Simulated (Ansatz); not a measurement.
Coupled-cluster diagnostics for As₂Se, Ansatz.

Geometry of the singlet (PBE0-D4/def2-TZVP):

```xyz
3

As    0.747    0.408    1.005
As   -1.246   -0.264    0.336
Se    0.499   -0.144   -1.342
```

Correlated methods freeze 27 core orbitals; core or outer-core shells of As, Se are correlated, in sets that lack core-valence functions. The structure comes from a short search, and lower isomers may exist.

Question: Estimate the CCSD(T) correlation energy, the shares of MP2 and (T), T1 and the reference's ⟨S²⟩ for: charge 0, singlet, own geometry in def2-TZVPP; and the rough time on 4 threads of Intel Xeon Platinum 8259CL on a shared host.

Answer: 
| state | basis | correlation (eV) | MP2 share (%) | (T) share (%) | T1 | ⟨S²⟩ (pure) | wall time | remarks |
| --- | --- | --- | --- | --- | --- | --- | --- | --- |
| charge 0, singlet, own geometry | def2-TZVPP | -22.155 | 96.2 | 5.0 | 0.012 | 0.00 (0.00) | 15 s | restricted SCF unstable |
Customary marks for T1 are 0.02 (closed shells), 0.045 (open shells) and about 0.05 (3d metals). T1 stays under 0.02 throughout.
